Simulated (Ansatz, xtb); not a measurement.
**Two structures of HO2PSi**

We compare a, a singlet given by its coordinates, with b, `O1[Si]OP1`, a singlet. Both are isolated molecules in the gas phase, relaxed with B3LYP/6-31G*.

a (Å):

```xyz
5

O     0.4157   -0.7945    1.3264
O     0.7584   -0.8069    3.6311
P     1.1343    0.0966    2.4022
Si   -0.3712   -1.9588    2.6150
H     0.6989   -3.0282    2.4502
```

Close contacts (Å): O1–P3 1.57, O1–Si4 1.91, O2–P3 1.57, O2–Si4 1.91, Si4–H5 1.52.

b (Å):

```yaml
atoms:
  - { symbol: O, position_ang: [1.3391, -0.7791, 1.7227] }
  - { symbol: O, position_ang: [-0.6205, -1.7067, 2.5589] }
  - { symbol: P, position_ang: [0.5213, -0.6316, 3.1985] }
  - { symbol: Si, position_ang: [0.1391, -1.7862, 1.0224] }
  - { symbol: H, position_ang: [1.2932, -1.5677, 3.9692] }
```

Task: Estimate which is lower in electronic energy at CCSD(T)/def2-TZVPP, and by roughly how much.

Result: The CCSD(T)/def2-TZVPP calculation puts structure b lower, by 74.8 kJ/mol.

The same difference at several levels:

```tsv
level	geometry	E(b) − E(a) (kJ/mol)	departure from the last row (kJ/mol)	job, with rough time for the two
B3LYP/6-31G*	B3LYP/6-31G*	−62.9	+11.9	optimisation, 25 s
HF/def2-TZVPP	B3LYP/6-31G*	−103.2	−28.4	part of the CCSD(T) run
MP2/def2-TZVPP	B3LYP/6-31G*	−72.9	+1.9	part of the CCSD(T) run
CCSD(T)/def2-TZVPP	B3LYP/6-31G*	−74.8		single point, 93 s
```

The levels shown agree on the order. The largest departure from CCSD(T)/def2-TZVPP is that of HF/def2-TZVPP, 28.4 kJ/mol. Levels run at GFN2-xTB geometries aren't shown.

With harmonic frequencies from B3LYP/6-31G* (ideal gas, rigid rotor, one conformer each, 298.15 K, 1 atm): on the last row, ΔE + ΔZPE = −70.3, ΔH = −71.2, ΔG = −69.7 kJ/mol.

The T1 diagnostic of structure a is large, so the coupled-cluster value is less sure. The correlated steps freeze 12 core orbitals. Run with Ansatz 0.2.0; the last row on 1 thread of Arm Neoverse V2 on a shared host.
